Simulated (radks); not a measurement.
Q: These are the eigenvalues of the occupied orbitals of an atom or ion with whole-number occupations (eV). Calculated with a radial shooting solver on a logarithmic mesh with Libxc functionals: scalar-relativistic Kohn-Sham, LDA (Slater exchange, Perdew-Wang correlation), spin-polarised, spherical densities, finite nucleus; Fermi nuclear charge, rms radius of each element as measured or else 0.836 A^(1/3) + 0.57 fm.

orbital  eigenvalue
1s up     -20846.75
1s down   -20846.72
2s up     -2981.298
2s down   -2980.666
2p up     -2670.957
2p down   -2670.460
3s up     -524.7186
3s down   -524.2506
3p up     -422.8799
3p down   -422.3715
3d up     -257.5429
3d down   -256.8705
4s up      -81.9429
4s down    -78.8725
4p up      -54.0550
4p down    -50.7761
4d up      -15.3977
5s up      -12.4311

Which element is it, and in what charge state? The configuration may be excited. Open shells, if any, are filled with parallel spins first.

A: Z = 43, technetium, charge +1: Tc+ in [Kr] 4d5 5s1. The list shows which subshells hold electrons but not how many an open one holds; the 1s level, -766.1 hartree, gives Z - s = 39.1 by -(Z - s)^2/2, which with screening and relativity narrows Z to a few neighbours, and the depths of the outer levels then fix element, charge and occupations together.
